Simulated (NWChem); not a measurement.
Molecule: SiHF$_{3}$; SMILES F[SiH](F)F

Computed with NWChem. The geometry was optimised at PBE0/def2-SVP. Ions are spin-unrestricted doublets at the neutral geometry; other ion states weren't tried.

For level PBE/def2-SVP:

| Property | Value |
|---|---|
| −ε(HOMO) (eV) | 9.38 |

Question: What are these values for level CAM-B3LYP/def2-SVP?

Answer: 
- −ε(HOMO) (eV): 12.63
